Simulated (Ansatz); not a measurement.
Reaction (substitution at a C–S bond): `CSBS` + `NC#CO` → `COC#CN` + `SBS`

Isolated molecules relaxed with PBE0-D4/def2-TZVP in Ansatz; ΔE leaves out vibrations. CBS: MP2 limit from def2 TZ/QZ plus the TZ coupled-cluster correction, frozen cores. DFT in def2-TZVPP. One conformer a species, not always the lowest.

| level | ΔE (kcal/mol) |
| --- | --- |
| PBE0-D4 | 8.6 |
| r2SCAN0-D4 | 8.2 |

Q: What does CCSD(T)/CBS give? (An estimate is asked.)

A: Computed: +8.3 kcal/mol. The listed levels differ from it by 0.3, -0.1 kcal/mol.

Largest T1 diagnostic among the species: 0.014.

Leaving LDA and LC-ωPBE aside and taking each functional with its dispersion term where it has one, the values, not all of them listed here, spread over 2.2 kcal/mol, from CAM-B3LYP-D4 to revPBE-D4. At CCSD(T), def2-SVP lies −4.1 kcal/mol from the extrapolated value and def2-TZVPP −1.1 kcal/mol. In def2-TZVPP, CCSD(T) changes the Hartree–Fock value by +2.3 kcal/mol (the triples alone add +0.3 kcal/mol) and MP2 by +3.5 kcal/mol.
